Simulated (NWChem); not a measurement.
Species: C₂H₆OSi₂; SMILES [SiH2]1C=C(O1)[SiH3]

```xyz
11

Si     0.0552    -2.1559     0.0000
C     -0.1153    -0.2735     0.0000
C     -1.1963     0.5481     0.0000
Si     0.0549     1.9005     0.0000
O      1.0526     0.4782     0.0000
H      0.8039    -2.5884    -1.2162
H      0.8039    -2.5884     1.2162
H     -1.3126    -2.7514     0.0000
H     -2.2509     0.2837     0.0000
H      0.2601     2.7346    -1.2174
H      0.2601     2.7346     1.2174
```
Atoms are numbered in this order, from 1.

Level: PBE0/def2-SVP (NWChem), optimised geometry, unscaled harmonic frequencies. 

Q: List the harmonic frequencies with IR intensities, and the thermochemistry.

A: 
```tsv
frequency (cm⁻¹)	IR intensity (km/mol)
106	2.7
127	1.0
186	0.5
404	0.9
411	2.5
593	2.0
635	48.7
655	125.2
686	87.7
697	1.8
715	1.8
760	25.0
775	48.6
900	338.8
935	44.8
938	51.0
947	24.6
972	110.3
1056	98.6
1219	74.5
1577	31.1
2243	109.6
2250	83.2
2254	123.1
2255	69.6
2261	125.8
3295	1.6
```

```yaml
zero_point_energy: 42.7 kcal/mol
thermal correction to the enthalpy at 298.15 K (with zero-point energy): 47.4 kcal/mol
heat capacity Cv: 24.3 cal/(mol K)
entropy at 298.15 K and 1 atm (symmetry number 1): 80.4 cal/(mol K)
dipole_moment: 1.27 D
```

Rigid rotor and harmonic oscillator.
